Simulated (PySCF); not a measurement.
dihydroxy(methoxymethyl)silane (C2H8O3Si), SMILES O[SiH](O)COC. The structure is a stationary point at PBE-D3(BJ)/def2-SVP. The values are those of a single conformer.

**Question.** Give the equilibrium geometry at PBE-D3(BJ)/def2-SVP (PySCF confirms it by a frequency run) as a Z-matrix. (An estimate is asked for; the answer gives what the named calculation found.)

**Answer.** This is not unique; one that fits is 
```
C
H 1 1.1176
H 1 1.1196 2 106.87
O 1 1.4258 2 111.36 3 -121.52
C 4 1.4091 1 113.72 2 59.61
H 5 1.1078 4 107.81 1 179.58
H 5 1.1167 6 108.72 4 -121.35
H 5 1.1174 6 108.76 7 -117.21
Si 1 1.9037 2 111.41 3 122.08
O 9 1.6740 1 104.82 2 144.01
H 10 0.9820 9 106.76 1 -20.41
O 9 1.6795 10 114.41 11 94.56
H 12 0.9731 9 115.02 10 64.02
H 9 1.5000 10 107.56 11 -142.90
```
Charge 0, spin multiplicity 1.
